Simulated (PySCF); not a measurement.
# Nuclear quadrupole coupling in `C/C(=C(\[SiH3])CO)C(Cl)Cl`

Compound: C₅H₁₀Cl₂OSi.
Structure used (GFN2-xTB), in Å, numbered top down from 1:
```
atom  x, y, z in Å
C1     0.493   -2.155    0.002
C2    -0.310   -0.897    0.161
C3     0.192    0.336    0.095
Si4    1.975    0.884   -0.259
C5    -0.621    1.575    0.311
O6     0.310    2.577    0.667
C7    -1.758   -1.195    0.429
Cl8   -2.864   -0.337   -0.672
Cl9   -2.205   -0.806    2.122
H10    1.550   -1.935   -0.084
H11    0.171   -2.698   -0.886
H12    0.341   -2.800    0.866
H13    1.952    1.890   -1.320
H14    2.738   -0.254   -0.795
H15    2.615    1.334    0.970
H16   -1.372    1.461    1.102
H17   -1.136    1.842   -0.623
H18   -0.101    3.446    0.632
H19   -1.978   -2.257    0.304
```

Field gradients from the PBE0/pcSseg-1 density (PySCF, non-relativistic), principal values in atomic units, ordered |Vxx| ≤ |Vyy| ≤ |Vzz|:

```json
{"atom": "O6", "Vxx": "0.1607", "Vyy": "1.8516", "Vzz": "-2.0123"}
{"atom": "Cl8", "Vxx": "-1.9420", "Vyy": "-2.1267", "Vzz": "4.0687"}
{"atom": "Cl9", "Vxx": "-1.9470", "Vyy": "-2.1441", "Vzz": "4.0911"}
```

Q: Find the asymmetry η = (Vxx − Vyy)/Vzz and the couplings χ = eQV/h (234.96 MHz × Q in barn × V in au), with Q(17O) = −0.0256 b, Q(35Cl) = −0.0817 b.

A: 
| atom | environment | nucleus | η | χzz (MHz) | χxx (MHz) | χyy (MHz) |
| --- | --- | --- | --- | --- | --- | --- |
| O6 | alcohol oxygen | 17O | 0.84 | 12.10 | -0.97 | -11.14 |
| Cl8 | alkyl chlorine | 35Cl | 0.05 | -78.11 | 37.28 | 40.82 |
| Cl9 | alkyl chlorine | 35Cl | 0.05 | -78.54 | 37.38 | 41.16 |

Q: What is Vzz at Cl8 in SI units (1 au = 9.71736 × 10²¹ V/m²)?

A: 4.0687 au = 39.537 × 10²¹ V/m².

Q: And the gradient at the other heavy atoms, for which no coupling is worked out here?

A: 
| atom | environment | Vzz (au) | η |
| --- | --- | --- | --- |
| C1 | allylic carbon | 0.084 | 0.78 |
| C2 | fully substituted alkene carbon | -0.231 | 0.62 |
| C3 | fully substituted alkene carbon | 0.313 | 0.48 |
| Si4 | SiH3 silicon | -0.221 | 0.86 |
| C5 | carbinol carbon (C–OH) | 0.377 | 0.19 |
| C7 | CHCl2 carbon | -0.463 | 0.76 |

Were the hydrogens deuterons (Q(2H) = 0.00286 b), χzz would run from 105 kHz (H14) to 318 kHz (H18).

One conformer (not necessarily the lowest) at the GFN2-xTB geometry, without solvent, vibrations or thermal averaging. GFN2-xTB bond lengths can be off by several hundredths of an ångström, more for odd bonds, and the gradients follow them. These gradients aren't converged with respect to the basis.
